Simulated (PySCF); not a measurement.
Excitations are Tamm–Dancoff values on a coarser integration grid. The basis has no diffuse functions, so Rydberg states are missing or too high.

Z-matrix (Å, degrees):
```
C
H 1 1.0910
H 1 1.1002 2 108.23
C 1 1.4944 2 112.14 3 120.71
C 4 1.3245 1 124.36 2 3.03
H 5 1.0835 4 121.34 1 179.73
H 5 1.0853 6 117.12 4 -179.70
H 4 1.0883 5 119.24 6 0.43
C 1 1.5065 2 108.95 3 -114.93
O 9 1.1982 1 124.51 2 7.26
H 9 1.1127 10 120.58 1 -179.70
```
Charge 0, spin multiplicity 1.

Q: Predict the LUMO, brightest of the four lowest singlets (TDA) and dipole moment from PBE0-D4/def2-TZVP run with PySCF 2.14.0.

A: 
- LUMO = -0.86 eV
- brightest of the four lowest singlets (TDA) = 6.45 eV
- dipole moment = 2.70 D
